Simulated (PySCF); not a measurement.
**K³⁺ (potassium, charge +3): LDA calculation**

Configuration: [Ne] 3s2 3p4, high-spin 3P determinant. All numbers are calculated (PySCF 2.14, the spin-free X2C one-electron Hamiltonian (Gaussian nucleus), in Sapporo-DKH3-DZP-2012 (6s5p1d, 26 functions)).

```
Total energy                                                  : -597.439 hartree
One-electron energy                                           : -799.349 hartree
Hartree (Coulomb) energy                                      : 232.621 hartree
Exchange-correlation energy                                   : -30.712 hartree
⟨S²⟩                                                          : 2.0010
⟨L²⟩                                                          : 2.006
Sum of ⟨r⟩                                                    : 10.62 bohr
Sum of ⟨r²⟩                                                   : 12.39 bohr²
Traceless quadrupole moment −½Σ⟨3z² − r²⟩ along its main axis : -0.753 e·bohr²
Langevin diamagnetic susceptibility                           : -9.81 ×10⁻⁶ cm³/mol
Time after the integrals                                      : 0.12 s of wall time on 1 thread of Neoverse-N1 (shared host)
```

| shell | electrons | mean orbital energy (eV) | spread (eV) | rms radius, mean of both spins (bohr) |
| --- | --- | --- | --- | --- |
| 1s α | 1 | -3553.8 | 0 | 0.0939 |
| 1s β | 1 | -3553.2 | 0 | 0.0939 |
| 2s α | 1 | -394.90 | 0 | 0.422 |
| 2s β | 1 | -394.23 | 0 | 0.422 |
| 2p α | 3 | -323.09 | 1.082 | 0.390 |
| 2p β | 3 | -322.28 | 0.591 | 0.390 |
| 3s α | 1 | -73.447 | 0 | 1.29 |
| 3s β | 1 | -70.565 | 0 | 1.29 |
| 3p α | 3 | -55.949 | 2.016 | 1.39 |
| 3p β | 1 | -53.157 | 0 | 1.39 |

Densities and radii are taken from the X2C orbitals without a picture-change correction, which distorts them close to the nucleus.
